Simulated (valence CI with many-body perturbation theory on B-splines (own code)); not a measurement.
Mo27+: electric-dipole lines

Method: configuration interaction combined with many-body perturbation theory (CI+MBPT): five valence electrons over a frozen Dirac-Fock core [Ne], radial functions for each j: 11 s, 11 p, 10 d, 8 f, 5 g, 2 h, with the one-electron correlation potential Σ1 (screened to all orders), the two-electron term Σ2, the three-electron term Σ3, Breit, model QED; selected single and double excitations, second order for the rest, scaled by the run's own slope (own B-spline code, finite nucleus).

No measured spectrum was set against this ion. As an estimate, large intervals hold to a few tenths of a per cent, small ones and those within an open d or f shell to about a per cent. Among the levels kept, up to 3700 cm⁻¹ of a level comes from second order outside the variational space, and about a tenth of that is noise between levels of different J, which matters for small intervals.

Lines 1 to 50 of 583 in falling wavelength, among levels below 2545200 cm⁻¹, chosen from the strongest by gf and those to the six lowest levels. Wavelengths and rates use the calculated energies. Electric multipoles are in the length gauge with retardation, E1 and E2 with the static RPA response of the core. Weak lines are less certain than strong ones. Lines between different terms over intervals too small for the method are left out, as are lines whose strength nearly cancels. The highest levels of a list are the least certain.

Names give the largest LS component (configuration and term), which can be under half, so a name can repeat, a term be missing and a line seem to break the LS rules; names also repeat where a configuration has a term twice. Letters in brackets count levels of one name in rising energy.

| λ vac (Å) | Upper | Lower | A (s⁻¹) | log gf | Branch % |
| --- | --- | --- | --- | --- | --- |
| 255.8 | 3s 3p4 4P_3/2 | 3s2 3p3 2P°_3/2 | 1.28e+08 | -2.30 | 1.0 |
| 192.0 | 3s 3p4 4P_5/2 | 3s2 3p3 2D°_5/2 | 8.94e+08 | -1.53 | 13.2 |
| 186.4 | 3s2 3p2 3d 4F_5/2 | 3s2 3p3 2P°_3/2 | 2.73e+08 | -2.07 | 2.0 |
| 179.3 | 3s 3p3 3d 4G°_11/2 | 3s2 3p2 3d 2G_9/2 | 2.89e+09 | -0.78 | 18.6 |
| 178.6 | 3s 3p4 2D_5/2 | 3s2 3p3 2P°_3/2 | 1.58e+09 | -1.34 | 13.9 |
| 177.1 | 3s 3p4 4P_5/2 | 3s2 3p3 2D°_3/2 | 2.02e+09 | -1.24 | 29.7 |
| 174.9 | 3s 3p4 4P_1/2 | 3s2 3p3 2P°_1/2 | 2.40e+09 | -1.66 | 13.5 |
| 169.7 | 3s2 3p2 3d 2P_3/2 [a] | 3s2 3p3 2P°_3/2 | 5.81e+08 | -2.00 | 8.9 |
| 167.2 | 3s2 3p2 3d 4D_1/2 [a] | 3s2 3p3 2P°_3/2 | 4.44e+08 | -2.43 | 2.5 |
| 165.7 | 3s 3p4 4P_3/2 | 3s2 3p3 2D°_5/2 | 1.81e+09 | -1.53 | 14.2 |
| 156.1 | 3p5 2P°_3/2 | 3s 3p4 2D_5/2 | 8.22e+09 | -0.92 | 26.1 |
| 154.4 | 3s 3p4 4P_3/2 | 3s2 3p3 2D°_3/2 | 4.80e+08 | -2.16 | 3.8 |
| 149.9 | 3s2 3p2 3d 4D_1/2 [b] | 3s2 3p3 2P°_3/2 | 3.88e+08 | -2.58 | 0.9 |
| 147.2 | 3s 3p2 3d2 6G_9/2 | 3s 3p3 3d 4G°_11/2 | 5.13e+09 | -0.78 | 15.2 |
| 146.0 | 3s 3p4 2D_3/2 | 3s2 3p3 2P°_1/2 | 4.36e+08 | -2.25 | 1.7 |
| 145.8 | 3s2 3p2 3d 4D_3/2 | 3s2 3p3 2P°_3/2 | 8.12e+08 | -1.98 | 2.2 |
| 143.2 | 3s 3p2 3d2 6G_7/2 [a] | 3s 3p3 3d 4F°_9/2 [a] | 5.01e+09 | -0.91 | 23.0 |
| 140.1 | 3s2 3p2 3d 4D_5/2 | 3s2 3p3 2P°_3/2 | 5.60e+08 | -2.01 | 1.2 |
| 138.6 | 3s 3p4 4P_5/2 | 3s2 3p3 4S°_3/2 | 3.87e+09 | -1.17 | 57.1 |
| 138.5 | 3s 3p2 3d2 6G_7/2 [b] | 3s 3p3 3d 4F°_9/2 [a] | 1.19e+10 | -0.56 | 29.9 |
| 137.1 | 3s2 3p2 3d 4F_3/2 | 3s2 3p3 2D°_3/2 | 1.14e+09 | -1.89 | 16.2 |
| 137.1 | 3s 3p3 3d 4F°_9/2 [a] | 3s2 3p2 3d 4F_7/2 | 4.75e+09 | -0.87 | 61.2 |
| 136.7 | 3s 3p2 3d2 6G_5/2 [b] | 3s 3p3 3d 4F°_7/2 [a] | 9.84e+09 | -0.78 | 33.0 |
| 134.7 | 3s 3p4 2D_3/2 | 3s2 3p3 2D°_5/2 | 1.06e+09 | -1.94 | 4.2 |
| 134.3 | 3s2 3p2 3d 2P_3/2 [a] | 3s2 3p3 2P°_1/2 | 4.48e+08 | -2.31 | 6.8 |
| 133.6 | 3s 3p3 3d 4G°_11/2 | 3s2 3p2 3d 4F_9/2 | 1.27e+10 | -0.39 | 81.4 |
| 133.5 | 3s2 3p2 3d 4F_5/2 | 3s2 3p3 2D°_5/2 | 4.64e+08 | -2.13 | 3.4 |
| 133.5 | 3s 3p3 3d 4F°_9/2 [b] | 3s2 3p2 3d 4D_7/2 | 1.23e+10 | -0.48 | 69.1 |
| 132.7 | 3s 3p3 3d 2G°_9/2 [a] | 3s2 3p2 3d 4F_9/2 | 3.48e+09 | -1.04 | 32.4 |
| 132.7 | 3s2 3p2 3d 4D_1/2 [a] | 3s2 3p3 2P°_1/2 | 3.31e+09 | -1.76 | 18.6 |
| 131.0 | 3s 3p3 3d 4F°_9/2 [b] | 3s2 3p2 3d 4F_7/2 | 4.59e+09 | -0.93 | 25.7 |
| 129.4 | 3s 3p4 2D_5/2 | 3s2 3p3 2D°_5/2 | 7.59e+09 | -0.94 | 66.9 |
| 129.3 | 3s 3p3 3d 2G°_9/2 [b] | 3s2 3p2 3d 2G_7/2 | 2.92e+09 | -1.14 | 6.8 |
| 129.2 | 3s 3p4 2P_3/2 | 3s2 3p3 2P°_3/2 | 8.99e+08 | -2.05 | 0.3 |
| 129.1 | 3s 3p2 3d2 6G_7/2 [a] | 3s 3p3 3d 4D°_7/2 [a] | 4.29e+09 | -1.07 | 19.7 |
| 128.0 | 3s2 3p 3d2 4D°_7/2 [a] | 3s2 3p2 3d 2F_7/2 [b] | 5.83e+09 | -0.94 | 2.5 |
| 127.2 | 3s 3p4 2D_3/2 | 3s2 3p3 2D°_3/2 | 1.32e+10 | -0.89 | 52.7 |
| 126.9 | 3s2 3p2 3d 2P_1/2 [a] | 3s2 3p3 2P°_3/2 | 4.78e+09 | -1.64 | 4.4 |
| 126.3 | 3s 3p3 3d 2G°_9/2 [a] | 3s2 3p2 3d 4D_7/2 | 3.21e+09 | -1.11 | 29.9 |
| 126.1 | 3s2 3p2 3d 4F_5/2 | 3s2 3p3 2D°_3/2 | 1.91e+08 | -2.56 | 1.4 |
| 125.5 | 3s 3p3 3d 4F°_7/2 [b] | 3s 3p4 2D_5/2 | 4.26e+09 | -1.09 | 13.1 |
| 125.3 | 3s 3p2 3d2 6G_7/2 [b] | 3s 3p3 3d 4D°_7/2 [a] | 4.99e+09 | -1.03 | 12.5 |
| 124.7 | 3s2 3p2 3d 2P_3/2 [a] | 3s2 3p3 2D°_5/2 | 5.29e+09 | -1.31 | 80.9 |
| 124.3 | 3s 3p4 4P_3/2 | 3s2 3p3 4S°_3/2 | 1.03e+10 | -1.02 | 80.9 |
| 124.1 | 3s2 3p2 3d 4P_3/2 | 3s2 3p3 2P°_3/2 | 3.02e+09 | -1.56 | 1.5 |
| 124.0 | 3s 3p3 3d 4P°_5/2 [d] | 3s2 3p2 3d 2F_7/2 [a] | 6.91e+09 | -1.02 | 10.2 |
| 123.5 | 3s2 3p 3d2 4F°_3/2 [b] | 3s2 3p2 3d 2D_5/2 [b] | 8.56e+09 | -1.11 | 3.1 |
| 123.4 | 3s2 3p2 3d 2S_1/2 [a] | 3s2 3p3 2P°_3/2 | 7.13e+09 | -1.49 | 4.5 |
| 122.4 | 3s2 3p 3d2 4G°_7/2 [a] | 3s2 3p2 3d 2G_7/2 | 7.71e+09 | -0.86 | 8.5 |
| 122.3 | 3s 3p3 3d 4F°_7/2 [c] | 3s2 3p2 3d 4D_5/2 | 4.52e+09 | -1.09 | 7.1 |

Task: How does gf follow from A for the line at 138.5 Å?

Result: gf = 1.4992 × (2J+1)_upper × A / σ², with σ = 721907 cm⁻¹ and 2J+1 = 8: gf = 0.275.
